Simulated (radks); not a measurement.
Results of a calculation; reference values are marked as such.
All-electron atom: the calcium ion Ca14+ in [He] 2s2 2p2.

Level of theory: scalar-relativistic Kohn-Sham, LDA (Slater exchange, VWN5 correlation), spin-polarised, spherical densities, finite nucleus; open shells are filled with parallel spins first; Fermi nuclear charge, rms radius 3.4776 fm (a radial shooting solver on a logarithmic mesh with Libxc functionals).

Energy parts (hartree):
| part | energy |
|---|---|
| total | -538.98048 |
| kinetic | 543.46321 |
| electron-nucleus | -1143.28303 |
| Hartree | 79.99638 |
| exchange-correlation | -19.15705 |

Orbitals (lengths in bohr, moments of r in powers of bohr):
| orbital | occ. | eigenvalue (hartree) | <r> | <1/r> | <r^2> | <r^4> |
|---|---|---|---|---|---|---|
| 1s up | 1 | -167.9910 | 0.07673 | 19.74 | 0.007905 | 0.0001599 |
| 1s down | 1 | -167.6526 | 0.07659 | 19.77 | 0.007875 | 0.0001586 |
| 2s up | 1 | -33.55661 | 0.3330 | 4.464 | 0.1300 | 0.02836 |
| 2s down | 1 | -32.99804 | 0.3354 | 4.422 | 0.1319 | 0.02927 |
| 2p up | 2 | -31.51454 | 0.2890 | 4.381 | 0.1013 | 0.01978 |
| 2p down | 0 | -30.84559 | 0.2917 | 4.349 | 0.1033 | 0.02069 |

The highest occupied level is 2p up at -857.55 eV. For comparison, the ionisation energy in NIST's Atomic Spectra Database is 894.0 eV (semi-empirical). In exact Kohn-Sham theory the highest level is minus the ionisation energy, but local and semilocal functionals leave it too shallow, through self-interaction and a potential that decays too fast; potentials with the right tail come closer. The spin density at the nucleus is -1.896 e/bohr^3 (1s -8.040, 2s 6.145).
